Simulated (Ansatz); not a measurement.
```yaml
crystal:
  periodic: [false, false, false]
  atoms:
    - {symbol: F, position_ang: [-1.133301, -0.415030, 1.583024]}
    - {symbol: C, position_ang: [-0.211338, 0.132561, 0.740796]}
    - {symbol: B, position_ang: [0.981289, -0.436523, -0.060362]}
    - {symbol: C, position_ang: [-0.309179, 0.093854, -0.724814]}
    - {symbol: F, position_ang: [-0.597995, 1.177512, -1.500365]}
    - {symbol: H, position_ang: [0.135592, 1.111770, 1.104425]}
    - {symbol: H, position_ang: [2.060991, -0.914735, -0.119832]}
    - {symbol: H, position_ang: [-0.833960, -0.806609, -1.078673]}
basis:
  gaussian: {orbitals: def2-mTZVPP}
hamiltonian: {xc: {name: HF}}
output: {forces: true}
```

```sh
$ ansatz run in.yaml --threads 2 --pin off --events-out ev --progress --plain --max-ram 4352MiB
```

Shortened log:

```
Functional definition: HF
1086 factors; integrals over basis functions are off by at most 1.1e-3 eV
mean field evaluation 1: about -8189.2624 eV, gradient 3.2e1 eV
mean field evaluation 2: about -8189.3506 eV, gradient 3.2e1 eV
mean field evaluation 4: about -8192.0076 eV, gradient 4.3e0 eV
mean field evaluation 8: about -8192.0833 eV, gradient 4.5e-1 eV
mean field -8192.08624735 eV, -301.0536167945 hartree, gradient 1.8e-5 eV, S^2 0.000000; 0 other end points of the search recorded, 0 dependent functions left out
reference -8192.08624735 eV, -301.0536167945 hartree; 19, 19 occupied and 101, 101 virtual orbitals, 1086 factors
Total energy: -8192.08624735 eV, -301.0536167945 hartree
Atom 0 at    -1.133301    -0.415030     1.583024 Å, force     0.465624     0.177080    -0.500040 eV/Å
Atom 1 at    -0.211338     0.132561     0.740796 Å, force    -0.057318     0.448588     0.603206 eV/Å
Atom 2 at     0.981289    -0.436523    -0.060362 Å, force     0.312279    -0.138534    -0.017321 eV/Å
Atom 3 at    -0.309179     0.093854    -0.724814 Å, force    -0.424928    -0.235169    -0.576644 eV/Å
Atom 4 at    -0.597995     1.177512    -1.500365 Å, force     0.226252    -0.483320     0.461958 eV/Å
Atom 5 at     0.135592     1.111770     1.104425 Å, force    -0.330697    -0.365662    -0.096623 eV/Å
Atom 6 at     2.060991    -0.914735    -0.119832 Å, force    -0.249260     0.110559     0.013754 eV/Å
Atom 7 at    -0.833960    -0.806609    -1.078673 Å, force     0.058049     0.486457     0.111709 eV/Å
Dipole moment:     0.419155    -0.185560    -0.023086 e Å
```

Hardware: 2 threads of an Intel Xeon Platinum 8375C on a shared host. Wall time 1.2 s, peak host memory 0.22 GiB.
